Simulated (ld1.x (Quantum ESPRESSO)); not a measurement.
**PBEsol TM dataset for O, non-relativistic all-electron reference.**

* Element: O
* Generator: ld1.x (Quantum ESPRESSO) 7.5
* Type: norm-conserving Troullier–Martins (Kleinman–Bylander form)
* Functional: PBEsol
* Relativity: non-relativistic
* Frozen core: none
* Valence charge: 8
* Reference configuration: 1s2 2s2 2p4
* Partial waves: 2p (bound): rc 1.50 bohr; 3d channel at -0.1 Ry: rc 1.30 bohr; 1s (bound): rc 0.30 bohr
* Local potential: the s channel
* Core correction: none

Occupied shells without a wave of their own: 2s. They enter only through the test configuration that unscreens the potential.

Tests: 1s2 2s2 2p3; 1s2 2s2 2p2; 1s2 2s2 2p1; 1s2 2s2 2p0; 1s2 2s0 2p6; 1s2 2s1 2p5; 1s2 2s2 2p3.5. Which has the largest error in its energy relative to the reference configuration, and how large is it?

1s2 2s2 2p0, with +2190 meV (all-electron minus pseudo) on +180.20 eV.

A Bessel basis up to 400 Ry misses an occupied level by 1.63 Ry, so cutoffs and ghosts were not judged. The potential misses its own reference levels by up to 0.6 eV.
